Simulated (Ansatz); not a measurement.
```yaml
atoms:
  - { symbol: C, position_ang: [0.0197, -0.6465, -0.6916] }
  - { symbol: C, position_ang: [-0.0064, -0.5996, 0.6969] }
  - { symbol: C, position_ang: [-0.0337, 0.5644, -1.5964] }
  - { symbol: C, position_ang: [-0.0455, 0.5468, 1.6055] }
  - { symbol: H, position_ang: [-0.0068, -1.6801, -1.1887] }
  - { symbol: H, position_ang: [-0.0242, -1.6933, 1.1393] }
  - { symbol: H, position_ang: [0.0011, 1.4547, -1.0949] }
  - { symbol: H, position_ang: [0.9055, 0.5532, -2.2242] }
  - { symbol: H, position_ang: [-0.8633, 0.4641, -2.2448] }
  - { symbol: H, position_ang: [-0.0444, 1.4625, 1.1105] }
  - { symbol: H, position_ang: [-0.8766, 0.5252, 2.2857] }
  - { symbol: H, position_ang: [0.8654, 0.4829, 2.2230] }
```

Basis set: 6-31G (spherical functions). Left uncorrelated: 4 orbitals. Charge 0, multiplicity 1.

Computed with Ansatz (development build ahead of 0.2.0); each method stands on the lowest determinant of its kind that the runs found. Restricted open shells among the atoms or ions are ROHF, correlated in semicanonical orbitals with singles.

(1) Give the atomization energy at this shape (free ground-state atoms in the same class of orbitals less the molecule, no zero-point energy) of singlet C4H8 by RHF-MP2, RHF.

Answers

(1)

```
 method  atomization energy
RHF-MP2            43.54 eV
    RHF            36.22 eV
```

Caution: the shape is not the minimum.

This basis has no polarisation functions and is too small for such energies, which can lie far from measured ones in either direction.
